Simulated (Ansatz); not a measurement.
Ansatz (a first-principles code) input file for CH₃Cl₂OSb, SMILES [Cl][Sb]([Cl])[O]C, B3LYP-D3(BJ)/def2-SVP. 

Ansatz 0.2 input:
```yaml
crystal:
  periodic: [false, false, false]
  atoms:
    - {symbol: Sb, position_ang: [-0.67253337, -0.26369868, 0.00000000]}
    - {symbol: Cl, position_ang: [0.90729419, -0.63708882, 1.71546977]}
    - {symbol: Cl, position_ang: [0.90729419, -0.63708884, -1.71546977]}
    - {symbol: O, position_ang: [-0.51276800, 1.68996050, -0.00000001]}
    - {symbol: C, position_ang: [0.73364754, 2.33597554, -0.00000001]}
    - {symbol: H, position_ang: [1.31489345, 2.08442839, -0.88982488]}
    - {symbol: H, position_ang: [1.31489344, 2.08442840, 0.88982486]}
    - {symbol: H, position_ang: [0.52167142, 3.40525890, -0.00000002]}
basis:
  gaussian:
    orbitals: def2-SVP
hamiltonian:
  xc: b3lyp
  dispersion: d3bj
relax: {f_tol: 0.002, max_steps: 200}
```

Log of the run:

```
WARN ansatz: RAYON_NUM_THREADS=1 ignored (pool sized by the plan → 1); use --threads N
Functional definition: B3LYP
integrals: 0.06 GiB planned
1171 factors; integrals over basis functions are off by at most 3.3e-4 eV
mean field: 0.55 GiB planned
mean field evaluation 1: about -34704.0849 eV, gradient 5.3e1 eV
mean field evaluation 2: about -34650.1445 eV, gradient 1.6e2 eV
mean field evaluation 4: about -34710.2840 eV, gradient 1.2e1 eV
mean field evaluation 8: about -34710.6414 eV, gradient 6.8e-1 eV
mean field evaluation 16: about -34710.6428 eV, gradient 2.3e-5 eV
mean field -34710.64275919 eV, -1275.5925936815 hartree, gradient 4.0e-6 eV, S^2 0.000000; 0 other end points of the search recorded, 0 dependent functions left out
the calculation of the forces begins
reference -34710.64299367 eV, -1275.5926022986 hartree; 37, 37 occupied and 68, 68 virtual orbitals, 1171 factors
relax step   1: F+E_penalty+E_count = -34711.11770531 eV  Δ(F+E_penalty+E_count) = +0.000e0 eV  max|allowed force component| = 5.484e-1 eV/Å  Δτ_max = 0.0000 Å  (31 SCF iters, accepted)
these checks for a lower state are left out or cut short: starts, cluster_reference, orbital_swaps, neighbouring_geometries, increment
integrals: 0.06 GiB planned
1171 factors; integrals over basis functions are off by at most 3.4e-4 eV
mean field: 0.55 GiB planned
mean field -34710.70923688 eV, -1275.5950366915 hartree, gradient 2.4e-5 eV, S^2 0.000000; 0 other end points of the search recorded, 0 dependent functions left out
the calculation of the forces begins
reference -34710.70947363 eV, -1275.5950453919 hartree; 37, 37 occupied and 68, 68 virtual orbitals, 1171 factors
relax step   2: F+E_penalty+E_count = -34711.15575833 eV  Δ(F+E_penalty+E_count) = -3.805e-2 eV  max|allowed force component| = 3.041e-1 eV/Å  Δτ_max = 0.1974 Å  (31 SCF iters, accepted)
these checks for a lower state are left out or cut short: starts, cluster_reference, orbital_swaps, neighbouring_geometries, increment
integrals: 0.06 GiB planned
1171 factors; integrals over basis functions are off by at most 3.4e-4 eV
mean field: 0.55 GiB planned
mean field evaluation 32: about -34710.7244 eV, gradient 4.3e-4 eV
mean field -34710.72443337 eV, -1275.5955951524 hartree, gradient 1.9e-5 eV, S^2 0.000000; 0 other end points of the search recorded, 0 dependent functions left out
the calculation of the forces begins
reference -34710.72466960 eV, -1275.5956038336 hartree; 37, 37 occupied and 68, 68 virtual orbitals, 1171 factors
relax step   3: F+E_penalty+E_count = -34711.17987785 eV  Δ(F+E_penalty+E_count) = -2.412e-2 eV  max|allowed force component| = 9.858e-2 eV/Å  Δτ_max = 0.0741 Å  (32 SCF iters, accepted)
these checks for a lower state are left out or cut short: starts, cluster_reference, orbital_swaps, neighbouring_geometries, increment
integrals: 0.06 GiB planned
1171 factors; integrals over basis functions are off by at most 3.5e-4 eV
mean field: 0.55 GiB planned
mean field -34710.72387973 eV, -1275.5955748062 hartree, gradient 2.1e-5 eV, S^2 0.000000; 0 other end points of the search recorded, 0 dependent functions left out
the calculation of the forces begins
reference -34710.72411593 eV, -1275.5955834868 hartree; 37, 37 occupied and 68, 68 virtual orbitals, 1171 factors
relax step   4: F+E_penalty+E_count = -34711.18054125 eV  Δ(F+E_penalty+E_count) = -6.634e-4 eV  max|allowed force component| = 2.603e-2 eV/Å  Δτ_max = 0.0084 Å  (33 SCF iters, accepted)
these checks for a lower state are left out or cut short: starts, cluster_reference, orbital_swaps, neighbouring_geometries, increment
integrals: 0.06 GiB planned
1171 factors; integrals over basis functions are off by at most 3.5e-4 eV
mean field: 0.55 GiB planned
mean field -34710.72429757 eV, -1275.5955901618 hartree, gradient 9.8e-6 eV, S^2 0.000000; 0 other end points of the search recorded, 0 dependent functions left out
the calculation of the forces begins
reference -34710.72453384 eV, -1275.5955988445 hartree; 37, 37 occupied and 68, 68 virtual orbitals, 1171 factors
relax step   5: F+E_penalty+E_count = -34711.18058279 eV  Δ(F+E_penalty+E_count) = -4.154e-5 eV  max|allowed force component| = 1.292e-2 eV/Å  Δτ_max = 0.0024 Å  (25 SCF iters, accepted)
these checks for a lower state are left out or cut short: starts, cluster_reference, orbital_swaps, neighbouring_geometries, increment
integrals: 0.06 GiB planned
1171 factors; integrals over basis functions are off by at most 3.5e-4 eV
mean field: 0.55 GiB planned
mean field -34710.72438747 eV, -1275.5955934655 hartree, gradient 6.7e-5 eV, S^2 0.000000; 0 other end points of the search recorded, 0 dependent functions left out
the calculation of the forces begins
reference -34710.72462379 eV, -1275.5956021500 hartree; 37, 37 occupied and 68, 68 virtual orbitals, 1171 factors
relax step   6: F+E_penalty+E_count = -34711.18058416 eV  Δ(F+E_penalty+E_count) = -1.373e-6 eV  max|allowed force component| = 1.664e-2 eV/Å  Δτ_max = 0.0011 Å  (23 SCF iters, accepted)
these checks for a lower state are left out or cut short: starts, cluster_reference, orbital_swaps, neighbouring_geometries, increment
integrals: 0.06 GiB planned
1171 factors; integrals over basis functions are off by at most 3.5e-4 eV
mean field: 0.55 GiB planned
mean field -34710.72441403 eV, -1275.5955944414 hartree, gradient 2.9e-5 eV, S^2 0.000000; 0 other end points of the search recorded, 0 dependent functions left out
the calculation of the forces begins
reference -34710.72465033 eV, -1275.5956031254 hartree; 37, 37 occupied and 68, 68 virtual orbitals, 1171 factors
relax step   7: F+E_penalty+E_count = -34711.18058908 eV  Δ(F+E_penalty+E_count) = -4.920e-6 eV  max|allowed force component| = 6.632e-4 eV/Å  Δτ_max = 0.0004 Å  (21 SCF iters, accepted)
integrals: 0.06 GiB planned
1171 factors; integrals over basis functions are off by at most 3.5e-4 eV
mean field: 0.55 GiB planned
mean field evaluation 64: about -34647.6558 eV, gradient 1.6e2 eV
mean field -34710.72441403 eV, -1275.5955944414 hartree, gradient 2.9e-5 eV, S^2 0.000000; 1 other end points of the search recorded, 0 dependent functions left out
the calculation of the forces begins
reference -34710.72465033 eV, -1275.5956031254 hartree; 37, 37 occupied and 68, 68 virtual orbitals, 1171 factors
Total energy: -34711.18082538 eV, -1275.6123672494 hartree
Atom 0 at    -0.649820    -0.282686     0.000000 Å, force     0.000342     0.000204    -0.000000 eV/Å
Atom 1 at     0.882768    -0.727358     1.793594 Å, force    -0.000173    -0.000013    -0.000139 eV/Å
Atom 2 at     0.882768    -0.727358    -1.793594 Å, force    -0.000173    -0.000013     0.000139 eV/Å
Atom 3 at    -0.502995     1.682080    -0.000000 Å, force    -0.000122     0.000034    -0.000000 eV/Å
Atom 4 at     0.732258     2.379537    -0.000000 Å, force     0.000253    -0.000663     0.000000 eV/Å
Atom 5 at     1.331605     2.140351    -0.895637 Å, force     0.000079     0.000199     0.000162 eV/Å
Atom 6 at     1.331605     2.140352     0.895637 Å, force     0.000079     0.000199    -0.000162 eV/Å
Atom 7 at     0.506203     3.457257    -0.000000 Å, force    -0.000286     0.000051    -0.000000 eV/Å
Dipole moment:    -0.375087     0.052620     0.000000 e Å
```

The calculation finished and met its thresholds.
